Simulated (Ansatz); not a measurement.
**From F to I: the HOMO–LUMO gap**

One atom is swapped for its congeners: GeH2(CH3)F; GeH2(CH3)Cl; GeH2(CH3)Br; GeH2(CH3)I. All are singlets with charge 0.

Shapes, held fixed at every level: PBE0-D4/def2-TZVP. Programs: Ansatz 0.2.0. Values in eV.

| level | GeH2(CH3)F | GeH2(CH3)Cl | GeH2(CH3)Br | GeH2(CH3)I |
| --- | --- | --- | --- | --- |
| SPW92/def2-TZVPP | 6.99 | 6.19 | 5.49 | 4.57 |
| PBE-D4/def2-TZVPP | 7.15 | 6.36 | 5.64 | 4.69 |
| r2SCAN-D4/def2-TZVPP | 7.88 | 7.03 | 6.26 | 5.24 |
| B3LYP-D4/def2-TZVPP | 8.98 | 8.11 | 7.28 | 6.17 |
| PBE0-D4/def2-TZVPP | 9.48 | 8.65 | 7.81 | 6.68 |
| r2SCAN0-D4/def2-TZVPP | 9.93 | 9.06 | 8.20 | 7.01 |
| wB97X-V/def2-TZVPP | 13.95 | 13.16 | 12.25 | 10.94 |

At wB97X-V/def2-TZVPP the HOMO–LUMO gap falls at every step, from 13.95 to 10.94 eV. Every level shows the same order. For atoms past krypton def2 sets carry core potentials with scalar relativity. Relativity is left out for Br, Ge unless named. Orbital gaps aren't excitation energies, and the LUMO depends on the basis.
